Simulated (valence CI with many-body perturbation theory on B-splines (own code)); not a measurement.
# Hg XXXII: one-electron terms

Method: valence CI with perturbative core correlation (CI+MBPT): three valence electrons over a frozen Dirac-Fock core [Kr] 4d10, radial functions for each j: 7 s, 7 p, 7 d, 7 f, 4 g, 2 h, with the one-electron correlation potential Σ1 (screened to all orders), the two-electron term Σ2, the three-electron term Σ3, Breit, model QED; selected single and double excitations, second order for the rest, scaled by the run's own slope (own B-spline code, finite nucleus).

The last digits are not significant, and no measured levels were compared; by estimate large intervals hold to a few tenths of a per cent, small ones and those within an open d or f shell to about a per cent. Excitations out of the core, of the other parity, are not computed and may begin above about 189 eV (a cautious bound); beyond it only levels of the ground parity were kept, without lifetimes.

These are the spectroscopic orbitals of the CI (the correlating ones are not listed), shaped by the core and the other valence electrons. h is the expectation value of the core's Dirac-Fock operator, without the valence repulsion; Σ1 is computed up to l = 3 at one energy for each symmetry, that of its lowest orbital but kept below the first core excitation, so for empty shells it is not the orbital's own correlation shift; Breit and QED include the response of the core.

```tsv
Orbital	h (hartree)	Σ1 (cm⁻¹)	Breit (cm⁻¹)	QED (cm⁻¹)	⟨r⟩ (bohr)
5s1/2	-37.912	-21438	5340	4322	0.7006
6s1/2	-23.809	-6997	2525	2054	1.117
7s1/2	-16.401	-3439	1428	1181	1.620
5p1/2	-35.927	-19731	8067	192	0.7177
6p1/2	-22.796	-6982	4083	100	1.139
7p1/2	-15.807	-3476	2322	58.2	1.655
5p3/2	-34.241	-16436	4442	522	0.7556
6p3/2	-21.95	-6245	2300	272	1.185
7p3/2	-15.318	-3192	1471	159	1.709
5d3/2	-31.093	-15261	3093	-251	0.7791
6d3/2	-20.302	-6238	1678	-131	1.228
7d3/2	-14.346	-3294	1000	-77.2	1.773
5d5/2	-30.746	-14539	1917	-84.4	0.7890
6d5/2	-20.122	-5996	1031	-43.0	1.240
7d5/2	-14.239	-3178	624	-24.9	1.787
4f5/2	-46.277	-31973	1296	-738	0.3849
5f5/2	-27.059	-13976	714	-213	0.8045
4f7/2	-46.038	-31198	-763	-549	0.3882
5f7/2	-26.971	-13738	10.5	-151	0.8077
5g7/2	-23.941		-168	-63.5	0.7936
5g9/2	-23.925		-375	-45.2	0.7946
```

Among the shells of the start configuration 4f3, Σ1 is largest in size for 4f5/2, where it is 0.31 % of h.

Lowest root of each symmetry, sizes in configuration state functions:

```csv
J,Parity,Roots,Reference,Variational,Second order,Change by selected CI (cm⁻¹),Change by second order (cm⁻¹)
1/2,even,4,63,3927,6157,-4783,-1
3/2,even,5,110,6561,12726,-3268,-1
5/2,even,5,137,7883,11471,-3512,-1
7/2,even,5,138,7797,17323,-2740,-1
9/2,even,5,122,7221,14275,-3040,-1
11/2,even,4,90,5943,14789,-2788,-2
13/2,even,3,59,4756,5023,-2837,-1
1/2,odd,10,63,4841,5665,-4490,0
3/2,odd,18,111,8096,13605,-3610,0
5/2,odd,20,133,9731,17701,-3784,0
7/2,odd,20,135,10110,19017,-3175,0
9/2,odd,19,118,9457,19335,-2284,0
11/2,odd,15,91,7432,12815,-2068,0
13/2,odd,9,56,5365,10303,-2181,0
15/2,odd,5,29,2923,1560,-2382,0
17/2,odd,1,8,1206,298,-3116,0
```
